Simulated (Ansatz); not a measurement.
Frontier orbitals of C2H3Cl2NSi (`C[Si](Cl)(Cl)C#N`).

Cartesian coordinates in Å:
```
C 0.8447 -0.0123 0.9645
Si -0.3690 0.4434 -0.3385
Cl -2.0426 1.2832 0.4509
Cl 0.4420 1.6938 -1.7199
C -0.9171 -1.0642 -1.2510
N -1.2332 -2.0286 -1.7950
H 0.3891 -0.7074 1.6730
H 1.1686 0.8801 1.5037
H 1.7175 -0.4881 0.5123
```

Charge 0, multiplicity 1. The structure was optimised at the PBE0-D4/def2-TZVP level. Basis def2-TZVPP, Ansatz 0.2.0.

A caution on the coupled-cluster cation, which keeps the state that its UHF reference found: it lies well above the hybrids' cation and may not be the lowest state; large T1 diagnostic of the cation.

| functional | HOMO (eV) | LUMO (eV) | gap (eV) |
| --- | --- | --- | --- |
| PBE | -8.22 | -1.95 | 6.27 |
| r2SCAN | -8.60 | -1.75 | 6.85 |
| PBE0 | -9.66 | -0.98 | 8.68 |
| r2SCANh | -9.12 | -1.40 | 7.72 |
| r2SCAN0 | -9.90 | -0.86 | 9.04 |
| BHLYP | -10.95 | 0.14 | 11.09 |
| ωB97M-V | -11.92 | 1.16 | 13.08 |
| HF | -12.97 | 2.84 | 15.81 |

**Question.** What is the vertical ionisation energy at frozen-core CCSD(T)/CBS(def2)? (An estimate is asked.)

**Answer.** Computed: 12.43 eV (T1 of the cation 0.109).

A quarter of exact exchange (PBE0) shifts PBE's HOMO by −1.44 eV and its LUMO by +0.97 eV; full exchange at long range (ωB97M-V) shifts them by −3.70 and +3.11 eV. The gap opens from 6.27 to 13.07 eV, since occupied levels lose self-interaction and empty ones feel all the electrons. A positive LUMO is unbound and depends on the basis. −ε(HOMO) differs from that ionisation energy by −4.20 eV with PBE and −0.51 eV with ωB97M-V.
